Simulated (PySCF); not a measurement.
# SeN(OH), singlet: computed properties

Computed with PBE0 in PySCF with Se def2-TZVP, N def2-TZVP, O def2-TZVP, H def2-TZVP; no relativity; density-fitted integrals.

The structure is a minimum.

```
Point group                                                                   : Cs
Bond lengths                                                                  : O–H 0.969 Å, Se–N 1.604 Å, Se–O 1.812 Å
Bond angles                                                                   : H–O–Se 107.6°, N–Se–O 112.8°
Principal quadrupole moments (Buckingham, traceless) about the centre of mass : -9.97, 2.82, 7.15 D Å
Dipole moment                                                                 : 1.43 D
Heat capacity Cp at 298.15 K                                                  : 53.4 J/(mol K)
Atomisation energy without zero-point energy                                  : 1043 kJ/mol
Zero-point energy                                                             : 42.9 kJ/mol
Principal polarisabilities                                                    : 22.2, 33.4, 46.7 bohr³
Rotational constants                                                          : 0.805, 0.2625, 0.198 cm⁻¹
Enthalpy at 298.15 K above 0 K                                                : 12.39 kJ/mol
Rotational symmetry number                                                    : 1
Highest occupied level                                                        : -7.73 eV
Lowest empty level                                                            : -3.12 eV
Entropy at 298.15 K and 1 bar                                                 : 276.9 J/(mol K)
```

Harmonic modes (masses in u: Se 79.917, N 14.003, O 15.995, H 1.008):
```
symmetry  ω (cm⁻¹)  IR (km/mol)  μ (u)
      a'       293         24.6   6.74
     a''       416          118   1.16
      a'       614          143  14.89
      a'       973         55.5   1.15
      a'      1103         19.3  13.94
      a'      3777         76.2   1.07
```

Charges (e):
```
atom  Mulliken  Löwdin  polar tensor  Mayer order to Se1
 Se1      0.59    0.60          0.84                   –
  N2     -0.40   -0.43         -0.35                2.42
  O3     -0.50   -0.31         -0.74                0.92
  H4      0.32    0.14          0.25                0.03
```
Other Mayer orders above 0.3: O–H 0.87.

Mulliken populations on Se1: s 7.86, p 15.16, d 10.35, f 0.05.

Outer orbital energies (eV). occupied: -24.73, -17.66, -13.54, -12.08, -11.41, -9.76, -9.03, -7.73; empty: -3.12, -0.43, 1.25, 1.60.

Only a few start shapes were tried, so a lower isomer may exist.

The final relaxation and frequency run took of the order of 6 core-minutes on a shared host.
